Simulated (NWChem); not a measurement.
Species: CH5ClFNSi; SMILES C[Si](Cl)(N)F

```xyz
10

C      1.6298     1.0858     0.4567
Si    -0.0049     0.3025     0.0402
N     -1.2292     0.7555     1.1448
F     -0.3549     0.6659    -1.4978
Cl     0.1026    -1.7679     0.1019
H      1.9670     0.7748     1.4502
H      1.5483     2.1795     0.4482
H      2.3945     0.8029    -0.2738
H     -2.0936     0.2300     1.1962
H     -1.3736     1.7330     1.3697
```
Atoms are numbered in this order, from 1.

Results from NWChem. All runs use the structure optimised with B3LYP/6-31G* (spherical d). Static field.

| level | isotropic polarisability (bohr³) | anisotropy (bohr³) |
|---|---|---|
| PBE/def2-SVPD | 61.3 | 11.6 |
| B3LYP/def2-SVPD | (withheld) | (withheld) |
| Hartree-Fock/def2-SVPD | 53.1 | 9.9 |

Problem. Complete the blanks.

Solution. 
- B3LYP/def2-SVPD, isotropic polarisability (bohr³): 59.0
- B3LYP/def2-SVPD, anisotropy (bohr³): 11.2
